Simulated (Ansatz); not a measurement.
Gas-phase electronic energies from Ansatz, PBE0-D4/def2-TZVP geometries. CCSD(T)/CBS adds triple-zeta CCSD(T) − MP2 to the extrapolated MP2 energy (def2 sets, frozen cores). Functionals use def2-TZVPP. Elements past krypton have def2 core potentials. For Sb outer-core shells are correlated without core-valence functions, which leaves a few kJ/mol of doubt a bond. One conformer a species, not always the lowest.

`[CH3][Al]([CH3])[BH][SiH3]` + `[NH2][SbH2]` → `[SiH3][NH][SbH2]` + `[BH2][Al]([CH3])[CH3]`  (cleavage of the Si–B bond)

| level | ΔE (kcal/mol) |
| --- | --- |
| PBE0-D4 | -11.3 |
| SCS-MP2/def2-TZVPP | -17.2 |
| MP2/def2-QZVPP | -17.1 |
| CCSD/CBS(def2) | -15.2 |

Task: What does CCSD(T)/CBS give? (Best estimate.)

Result: Ansatz gave: -14.7 kcal/mol. The listed levels differ from it by 3.4, -2.5, -2.4, -0.5 kcal/mol.

Largest T1 diagnostic among the species: 0.013.

The D4 term adds −0.9 kcal/mol with B3LYP and −0.4 kcal/mol with PBE0; it sums over pairs of atoms, weighted by their polarisabilities, and B3LYP, whose exchange is more repulsive, gets the larger term. In def2-TZVPP, CCSD(T) changes the Hartree–Fock value by +3.8 kcal/mol (the triples alone add +0.5 kcal/mol) and MP2 by +1.5 kcal/mol.

B3LYP here is the variant with VWN-RPA as its local correlation; programs differ in this.
